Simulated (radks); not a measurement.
Species: Pm I. Configuration: [Xe] 4f5 6s2. Method: Dirac Kohn-Sham, PBE, spin-unpolarised, spherical densities, point nucleus; open shells fill j = l - 1/2 first; computed with a radial shooting solver on a logarithmic mesh with Libxc functionals.

Spin-orbit splittings of the eigenvalues, e(l+1/2) - e(l-1/2), with zeta = 2 splitting/(2l+1) and mean radii in bohr:

shell  occ.  splitting (eV)  zeta (eV)  <r> j=l-1/2  <r> j=l+1/2
2p        6           560.3      373.5      0.08245      0.08897
3p        6           112.7      75.10       0.2498       0.2624
3d       10           24.41      9.765       0.2339       0.2378
4p        6           24.57      16.38       0.6082       0.6368
4d       10               ?          ?       0.6827       0.6929
4f        5          0.4657     0.1331        1.064        1.089
5p        6           3.259      2.173        1.631        1.726

Estimate the 4d splitting.

Answer. 4.366 eV (zeta = 1.746 eV).
